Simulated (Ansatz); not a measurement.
Job for Ansatz (a first-principles code): U-CCSD(T)/def2-TZVPP on ClGaH2 (SMILES [Cl][GaH2]), a point of a bond scan (R = 4.204 Å). The run froze 19 orbitals, filled d shells among them.

Ansatz 0.2 input:
```yaml
crystal:
  periodic: [false, false, false]
  atoms:
    - {symbol: Ga, position_ang: [-0.00289679, -0.23188832, -0.67116797]}
    - {symbol: H, position_ang: [-3.79965704, -0.44777684, -2.46233358]}
    - {symbol: H, position_ang: [1.39793515, -0.58224349, -1.25325605]}
    - {symbol: Cl, position_ang: [0.00593939, 0.47544872, 1.37611916]}
basis:
  gaussian:
    orbitals: def2-TZVPP
correlation: {method: ccsd_t, electrons: outside_noble_gas}
scf: {omitted_lower_state_checks: [cluster_reference]}
magnetization: {spin_polarized: true, initial_magnetization: 0}
```

Program output:

```
WARN ansatz: RAYON_NUM_THREADS=1 ignored (pool sized by the plan → 1); use --threads N
Functional definition: HF
these checks for a lower state are left out or cut short: cluster_reference
integrals: 0.28 GiB planned
713 factors; integrals over basis functions are off by at most 6.7e-4 eV
mean field: 0.40 GiB planned
mean field evaluation 1: about -64861.7437 eV, gradient 1.5e1 eV
mean field evaluation 2: about -64861.7444 eV, gradient 1.5e1 eV
mean field evaluation 4: about -64864.9433 eV, gradient 3.8e0 eV
mean field evaluation 8: about -64865.1088 eV, gradient 1.2e-1 eV
mean field evaluation 16: about -64865.6702 eV, gradient 3.6e0 eV
mean field evaluation 32: about -64868.4195 eV, gradient 3.1e-3 eV
mean field evaluation 64: about -64868.4184 eV, gradient 2.6e-1 eV
mean field -64868.41953663 eV, -2383.8704485773 hartree, gradient 9.1e-6 eV, S^2 1.002805; 6 other end points of the search recorded, 0 dependent functions left out
19 core orbitals not correlated
reference -64868.41953663 eV, -2383.8704485773 hartree; 6, 6 occupied and 93, 93 virtual orbitals, 713 factors
second order -6.68535176 eV of doubles, -0.00000000 eV of singles
coupled cluster: 0.52 GiB planned
cycle   1  -7.17727552 eV  change   -4.9e-1 eV  update   5.8e-2
cycle   2  -7.37638780 eV  change   -2.0e-1 eV  update   2.1e-2
cycle   3  -7.40693496 eV  change   -3.1e-2 eV  update   1.0e-2
cycle   4  -7.40243600 eV  change    4.5e-3 eV  update   4.2e-3
cycle   5  -7.40269380 eV  change   -2.6e-4 eV  update   1.8e-3
cycle   6  -7.40304842 eV  change   -3.5e-4 eV  update   9.5e-4
cycle   7  -7.40310349 eV  change   -5.5e-5 eV  update   6.8e-4
cycle   8  -7.40320268 eV  change   -9.9e-5 eV  update   5.9e-4
cycle   9  -7.40323096 eV  change   -2.8e-5 eV  update   5.4e-4
cycle  10  -7.40336418 eV  change   -1.3e-4 eV  update   4.4e-4
cycle  11  -7.40359418 eV  change   -2.3e-4 eV  update   2.6e-4
cycle  12  -7.40356181 eV  change    3.2e-5 eV  update   1.1e-4
cycle  13  -7.40356096 eV  change    8.5e-7 eV  update   4.4e-5
cycle  14  -7.40353977 eV  change    2.1e-5 eV  update   2.3e-5
cycle  15  -7.40353162 eV  change    8.1e-6 eV  update   1.2e-5
coupled cluster: 0.52 GiB planned
perturbative correction -0.29212606 eV, -0.0107354347 hartree
Total energy: -64876.11519432 eV, -2384.1532587808 hartree
Checks for a lower state left out: cluster_reference
```

The calculation finished and met its thresholds. Its determinant has ⟨S²⟩ = 1.00, a mixture of spin states.

Cost: around 16 core-seconds (rough).
